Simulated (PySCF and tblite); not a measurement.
Values are calculated unless marked as measured or tabulated.
C₄H₅NOS, numbered as in [CH3:1][c:2]1[n:3][cH:4][c:5]([OH:6])[s:7]1.

Geometries GFN2-xTB; weights from B3LYP-D3(BJ)/def2-SVP (IEF-PCM, acetone) energies and GFN2-xTB thermal corrections, with symmetry numbers and mirror pairs. Conformers within 2.5 kcal/mol (GFN2-xTB free energy) were kept, 6 at most. Run with PySCF (density fitting) and tblite.

Rotational constants are equilibrium values for the commonest isotopes; dipoles come from the energy level named and are polarised by its solvent model.

Torsions listed: S7–C5–O6–H6.

| conformer | shape | symmetry |
| --- | --- | --- |
| 1 | 180° | Cs |
| 2 | 0° | Cs |

(1) Give the rotational constants and dipole components.

(2) Which type of transition is strongest for conformer 1?

Results:

(1) 
| conformer | A (MHz) | B (MHz) | C (MHz) | abs μa (D) | abs μb (D) | abs μc (D) | κ | Ic−Ia−Ib (u Å²) |
| --- | --- | --- | --- | --- | --- | --- | --- | --- |
| 1 | 5162 | 1846 | 1371 | 1.18 | 0.05 | 0.00 | -0.75 | -3.1 |
| 2 | 5156 | 1844 | 1370 | 0.48 | 3.53 | 0.00 | -0.75 | -3.1 |

(2) a-type, since that component is clearly the largest; the top is asymmetric (κ = -0.75).
